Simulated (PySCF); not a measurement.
# Field gradients at the hydrogen positions

C₉H₂₁P.
Cartesian coordinates in Å at the PBE0-D3(BJ)/def2-SVP level; atoms count from 1:
```xyz
31
C9H21P angstrom
C      1.2095   -2.2271    1.3684
C      1.1897   -0.7919    0.8504
C      2.6119   -0.2631    0.6799
P      0.3098   -0.7106   -0.8015
C     -1.3837   -1.4149   -0.3987
C     -2.1595   -0.7793    0.7471
C     -2.2189   -1.4751   -1.6754
C     -0.0578    1.1279   -1.0293
C     -0.0976    2.0009    0.2206
C      0.8892    1.7112   -2.0770
H      0.2092   -2.5833    1.6553
H      1.8536   -2.3045    2.2594
H      1.6097   -2.9191    0.6088
H      0.6616   -0.1606    1.5848
H      3.1602   -0.3065    1.6353
H      3.1675   -0.8653   -0.0568
H      2.6324    0.7810    0.3340
H     -1.1443   -2.4565   -0.1202
H     -1.5724   -0.7306    1.6767
H     -3.0728   -1.3585    0.9638
H     -2.4804    0.2436    0.4958
H     -1.6696   -1.9630   -2.4946
H     -3.1524   -2.0358   -1.5053
H     -2.5069   -0.4680   -2.0197
H     -1.0705    1.1204   -1.4712
H      0.8983    2.0977    0.6795
H     -0.4306    3.0199   -0.0387
H     -0.7814    1.6152    0.9884
H      0.6101    2.7489   -2.3251
H      0.8776    1.1198   -3.0042
H      1.9294    1.7282   -1.7136
```

Level: PBE0/pcSseg-1 (PySCF, non-relativistic); Q(2H) = 0.00286 b; rigid geometry, the same for H and D, with no vibrational averaging.

Question: Rank these positions by the coupling χzz of a deuteron there, largest first.
A. H18 (methine hydrogen)
B. H28 (methyl hydrogen)
C. H20 (methyl hydrogen)

Answer: B (199 kHz), C (194 kHz), A (189 kHz).

Question: Tabulate Vzz, the asymmetry η and χzz = 234.96 MHz × Q × Vzz for every hydrogen position.

Answer: 
```json
{"atom": "H11", "bonded to": "C1", "bond length (Å)": "1.100", "Vzz (au)": "0.2939", "η": "0.02", "χzz (kHz)": "197"}
{"atom": "H12", "bonded to": "C1", "bond length (Å)": "1.102", "Vzz (au)": "0.2903", "η": "0.03", "χzz (kHz)": "195"}
{"atom": "H13", "bonded to": "C1", "bond length (Å)": "1.103", "Vzz (au)": "0.2871", "η": "0.02", "χzz (kHz)": "193"}
{"atom": "H14", "bonded to": "C2", "bond length (Å)": "1.103", "Vzz (au)": "0.2857", "η": "0.02", "χzz (kHz)": "192"}
{"atom": "H15", "bonded to": "C3", "bond length (Å)": "1.102", "Vzz (au)": "0.2903", "η": "0.02", "χzz (kHz)": "195"}
{"atom": "H16", "bonded to": "C3", "bond length (Å)": "1.102", "Vzz (au)": "0.2884", "η": "0.02", "χzz (kHz)": "194"}
{"atom": "H17", "bonded to": "C3", "bond length (Å)": "1.100", "Vzz (au)": "0.2940", "η": "0.03", "χzz (kHz)": "198"}
{"atom": "H18", "bonded to": "C5", "bond length (Å)": "1.104", "Vzz (au)": "0.2818", "η": "0.00", "χzz (kHz)": "189"}
{"atom": "H19", "bonded to": "C6", "bond length (Å)": "1.101", "Vzz (au)": "0.2932", "η": "0.02", "χzz (kHz)": "197"}
{"atom": "H20", "bonded to": "C6", "bond length (Å)": "1.103", "Vzz (au)": "0.2893", "η": "0.02", "χzz (kHz)": "194"}
{"atom": "H21", "bonded to": "C6", "bond length (Å)": "1.101", "Vzz (au)": "0.2912", "η": "0.02", "χzz (kHz)": "196"}
{"atom": "H22", "bonded to": "C7", "bond length (Å)": "1.100", "Vzz (au)": "0.2908", "η": "0.02", "χzz (kHz)": "195"}
{"atom": "H23", "bonded to": "C7", "bond length (Å)": "1.102", "Vzz (au)": "0.2907", "η": "0.02", "χzz (kHz)": "195"}
{"atom": "H24", "bonded to": "C7", "bond length (Å)": "1.103", "Vzz (au)": "0.2895", "η": "0.03", "χzz (kHz)": "195"}
{"atom": "H25", "bonded to": "C8", "bond length (Å)": "1.105", "Vzz (au)": "0.2823", "η": "0.01", "χzz (kHz)": "190"}
{"atom": "H26", "bonded to": "C9", "bond length (Å)": "1.101", "Vzz (au)": "0.2918", "η": "0.03", "χzz (kHz)": "196"}
{"atom": "H27", "bonded to": "C9", "bond length (Å)": "1.103", "Vzz (au)": "0.2896", "η": "0.02", "χzz (kHz)": "195"}
{"atom": "H28", "bonded to": "C9", "bond length (Å)": "1.098", "Vzz (au)": "0.2961", "η": "0.02", "χzz (kHz)": "199"}
{"atom": "H29", "bonded to": "C10", "bond length (Å)": "1.103", "Vzz (au)": "0.2895", "η": "0.02", "χzz (kHz)": "195"}
{"atom": "H30", "bonded to": "C10", "bond length (Å)": "1.100", "Vzz (au)": "0.2922", "η": "0.03", "χzz (kHz)": "196"}
{"atom": "H31", "bonded to": "C10", "bond length (Å)": "1.102", "Vzz (au)": "0.2902", "η": "0.03", "χzz (kHz)": "195"}
```

Isolated species at its PBE0-D3(BJ)/def2-SVP geometry (one conformer only). A larger basis could move these couplings by a tenth or more.

These values come from a run that also computed NMR shieldings. The run took 88 s of wall time on Arm Neoverse V2, one thread, on a shared host.
